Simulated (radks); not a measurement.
Hg2.75+, configuration [Xe] 4f14 5d8.25 6p1 (fractional occupations, a model configuration).

All-electron calculation, Dirac Kohn-Sham, PBE, spin-unpolarised, spherical densities, finite nucleus; open shells are shared between the two j in proportion to 2j + 1; Fermi nuclear charge, rms radius 5.4648 fm. Program: a radial shooting solver on a logarithmic mesh with Libxc functionals.

Energy parts (hartree):
total: -19654.6636
kinetic: 22658.3819
electron-nucleus: -49471.2873
Hartree: 7530.6362
exchange-correlation: -372.3944

Orbitals (lengths in bohr, moments of r in powers of bohr):
orbital,occ.,eigenvalue (hartree),<1/r>
1s1/2,2,-3051.393,97.50
2s1/2,2,-541.5043,24.02
2p1/2,2,-519.7647,23.98
2p3/2,4,-448.1929,19.41
3s1/2,2,-129.5104,8.814
3p1/2,2,-119.6796,8.729
3p3/2,4,-103.8264,7.537
3d3/2,4,-87.49033,7.436
3d5/2,6,-84.09312,7.166
4s1/2,2,-29.51666,3.734
4p1/2,2,-25.29413,3.625
4p3/2,4,-21.46606,3.212
4d3/2,4,-14.55048,3.011
4d5/2,6,-13.83663,2.916
5s1/2,2,-5.65054,1.529
4f5/2,6,-4.93764,2.554
4f7/2,8,-4.78341,2.518
5p1/2,2,-4.24935,1.406
5p3/2,4,-3.56630,1.257
5d3/2,3.3,-1.64154,0.9748
5d5/2,4.95,-1.56261,0.9416
6p1/2,0.333333,-0.92982,0.4975
6p3/2,0.666667,-0.84338,0.4540

The highest occupied level is 6p3/2 at -22.949 eV. Summed over all electrons, <r^2> = 43.45 bohr^2, which gives a Langevin (diamagnetic) susceptibility term of -34.4 x 10^-6 cm^3/mol. The electron density at the nucleus is 2.324e+06 e/bohr^3.
